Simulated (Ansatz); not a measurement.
Basis-set extrapolation for `[SiH3]S[SiH2]S[SiH3]` (PBE0-D4/def2-TZVP geometry, frozen core, the Gaussian-basis code of Ansatz). Multiplicity 1, RHF reference.

```tsv
	def2-TZVPP	def2-QZVPP
HF	-1666.681486	-1666.730832
MP2 correlation	-0.734936	-0.796218
CCSD(T) correlation	-0.853283	not run
```

Energies in hartree. Use E(X) = E(∞) + A·exp(−7.88·√X) for Hartree–Fock and E(X) = E(∞) + B·X^(−2.97) for correlation, with X = 3 and 4, and add CCSD(T) minus MP2 of the smaller set to the MP2 limit.

Problem. What is the CCSD(T) energy at the basis-set limit?

Solution. HF limit: -1666.730832 + (-0.049346) × 0.13774 = -1666.73763. MP2 limit: -0.796218 + (-0.061282) × 0.74074 = -0.84161. Higher-order term: -0.853283 − (-0.734936) = -0.11835. Total: -1667.69759 hartree, 427.5 kJ/mol below CCSD(T)/def2-TZVPP.
